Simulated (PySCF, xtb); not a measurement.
CH8Ge2, SMILES [GeH3][CH2][GeH3].

Harmonic wavenumbers (cm⁻¹) from GFN2-xTB in xtb at its own minimum, in rising order: 99, 107, 113, 432, 444, 468, 472, 625, 662, 714, 764, 807, 851, 858, 867, 867, 996, 1089, 1418, 1974, 1976, 2052, 2066, 2070, 2087, 2950, 2959.

Problem. What does TPSSh-D3(BJ)/def2-SVP (PySCF) give at its own minimum? (An estimate is asked for; the answer gives what the named calculation found.)

Solution. 79, 116, 117, 442, 447, 506, 516, 674, 683, 766, 833, 862, 890, 892, 897, 902, 1021, 1066, 1401, 2142, 2147, 2150, 2152, 2157, 2158, 3056, 3121. Paired by order, the mean absolute difference is 57 cm⁻¹ and the zero-point energies are 44.0 and 46.0 kcal/mol.
